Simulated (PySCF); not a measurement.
**Correlation energy of Ge⁺ (germanium, charge +1)**

[Ar] 3d10 4s2 4p1, 2P determinant. All numbers are calculated (PySCF 2.14, the spin-free X2C one-electron Hamiltonian (Gaussian nucleus), in x2c-TZVPall (6s5p4d1f, 48 functions)). Frozen: [Ar] 3d10; 3 electrons correlated.

MP2 pair energies summed by pair of shells (mhartree):

```tsv
pair	energy	share (%)
4s-4s	-20.64	56.4
4s-4p	-15.99	43.6
```

Total MP2 correlation energy: -36.63 mhartree.

Same-spin part -2.50 and opposite-spin part -34.13 mhartree; SCS-MP2 scales them by 1/3 and 6/5 to -41.79 mhartree.

| level | correlation energy (mhartree) |
| --- | --- |
| CCSD | -50.02 |
| (T) | -0.75 |
| CCSD(T) | -50.77 |

Diagnostics: T1 = 0.0098, D1 = 0.0231, largest double amplitude 0.093.

**Question.** Is a single reference adequate?

**Answer.** Mostly. T1 lies below 0.03, but a double amplitude of this size points to a near-degeneracy that CCSD handles and MP2 describes poorly.
